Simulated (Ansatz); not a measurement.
BClHNZn, 5 atoms. Total charge 0; spin multiplicity 1. For Zn the d shell is correlated and the shells below it are frozen. Scalar relativity is left out up to krypton. The bonds changed during the relaxation, so this is another structure than the one it started from. All runs use 2 threads of an Arm Neoverse V1 on a shared host. Correlated methods freeze the cores.

Q: How many basis functions does each run have, and how long does it take in Ansatz? RKS PBE0-D4/def2-QZVPP energy; RHF-MP2 with 3s3p of Cu, Zn/def2-QZVPP energy; RKS ωB97M-V/def2-QZVPP energy; RKS SPW92 (LDA)/def2-TZVPP energy; RKS ωB97M-V/def2-SVP energy; RKS PBE0-D4/def2-TZVP frequencies; RKS HSE06 (plane-wave form)-D4/def2-TZVPP energy; RHF-CCSD(T) with 3s3p of Cu, Zn/def2-SVP energy; RKS ωB97M-V/def2-TZVPP energy and forces; RKS PBE0-D4/def2-SVP energy; RKS PBE0-D4/def2-TZVPP energy; RKS PBE0-D4/def2-TZVP relaxation (11 steps). (Best estimate.)

A: Computed: Other jobs shared the machine, so times are rough.

```json
{"level": "RKS SPW92 (LDA)/def2-TZVPP", "job": "energy", "functions": "182", "wall time": "1.2 s", "peak host memory (GiB)": "0.2"}
{"level": "RKS PBE0-D4/def2-SVP", "job": "energy", "functions": "82", "wall time": "1.4 s", "peak host memory (GiB)": "0.15"}
{"level": "RHF-CCSD(T) with 3s3p of Cu, Zn/def2-SVP", "job": "energy", "functions": "82", "wall time": "2.5 s", "peak host memory (GiB)": "0.21"}
{"level": "RKS PBE0-D4/def2-TZVPP", "job": "energy", "functions": "182", "wall time": "3.1 s", "peak host memory (GiB)": "0.4"}
{"level": "RKS HSE06 (plane-wave form)-D4/def2-TZVPP", "job": "energy", "functions": "182", "wall time": "3.6 s", "peak host memory (GiB)": "0.42"}
{"level": "RKS ωB97M-V/def2-SVP", "job": "energy", "functions": "82", "wall time": "6.5 s", "peak host memory (GiB)": "0.23"}
{"level": "RKS PBE0-D4/def2-QZVPP", "job": "energy", "functions": "314", "wall time": "7 s", "peak host memory (GiB)": "0.86"}
{"level": "RKS ωB97M-V/def2-TZVPP", "job": "energy and forces", "functions": "182", "wall time": "13 s", "peak host memory (GiB)": "0.54"}
{"level": "RHF-MP2 with 3s3p of Cu, Zn/def2-QZVPP", "job": "energy", "functions": "314", "wall time": "14 s", "peak host memory (GiB)": "1"}
{"level": "RKS ωB97M-V/def2-QZVPP", "job": "energy", "functions": "314", "wall time": "18 s", "peak host memory (GiB)": "1"}
{"level": "RKS PBE0-D4/def2-TZVP", "job": "relaxation (11 steps)", "functions": "153", "wall time": "45 s", "peak host memory (GiB)": "0.37"}
{"level": "RKS PBE0-D4/def2-TZVP", "job": "frequencies", "functions": "153", "wall time": "79 s", "peak host memory (GiB)": "0.37"}
```
